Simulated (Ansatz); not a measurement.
`[AlH2][NH]C#C[SiH3]`, relaxed with RKS PBE0-D4/def2-TZVP in Ansatz from a PBE-D4/def2-SVP geometry. The force threshold is 0.005 eV/Å; the program also tests the step.

The species carries charge 0 and has multiplicity 1.

Start:

```xyz
11

Al   -0.998    0.028    2.789
N    -0.595   -0.980    1.317
C    -0.116   -0.539    0.142
C     0.324   -0.094   -0.926
Si    0.968    0.561   -2.495
H    -1.549   -0.826    4.014
H    -0.764    1.595    2.694
H    -0.734   -1.999    1.345
H     2.411    0.978   -2.372
H     0.875   -0.490   -3.569
H     0.177    1.764   -2.939
```

| step | energy (eV) | largest force (eV/Å) | largest move (Å) |
| --- | --- | --- | --- |
| 1 | -18126.0779 | 1.272 | 0.000 |
| 2 | -18126.1342 | 0.267 | 0.041 |
| 3 | -18126.1376 | 0.053 | 0.012 |
| 4 | -18126.1377 | 0.012 | 0.004 |
| 5 | -18126.1378 | 0.016 | 0.019 |
| 6 (rejected) | -18126.1378 | 0.008 | 0.005 |
| 7 | -18126.1378 | 0.005 | 0.003 |
| 8 | -18126.1378 | 0.001 | 0.003 |
| 9 | -18126.1378 | 0.006 | 0.007 |
| 10 | -18126.1379 | 0.010 | 0.011 |
| 11 | -18126.1379 | 0.014 | 0.023 |
| 12 | -18126.1379 | 0.011 | 0.006 |
| 13 | -18126.1379 | 0.010 | 0.011 |
| 14 | -18126.1379 | 0.010 | 0.011 |
| 15 | -18126.1379 | 0.010 | 0.023 |
| 16 | -18126.1379 | 0.013 | 0.028 |
| 17 | -18126.1380 | 0.011 | 0.004 |
| 18 | -18126.1380 | 0.006 | 0.015 |
| 19 (rejected) | -18126.1380 | 0.011 | 0.023 |
| 20 | -18126.1380 | 0.005 | 0.011 |
| 21 | -18126.1380 | 0.004 | 0.012 |
| 22 | -18126.1380 | 0.004 | 0.009 |

End:

```xyz
11

Al   -0.934    0.016    2.760
N    -0.642   -0.972    1.281
C    -0.154   -0.528    0.122
C     0.293   -0.084   -0.916
Si    0.956    0.560   -2.464
H    -1.521   -0.802    3.976
H    -0.587    1.549    2.703
H    -0.852   -1.962    1.275
H     2.322    1.113   -2.268
H     1.027   -0.534   -3.468
H     0.090    1.643   -3.002
```

It took 73 s on 4 threads of a server CPU on a shared host, with 0.52 GiB of host memory at the peak.
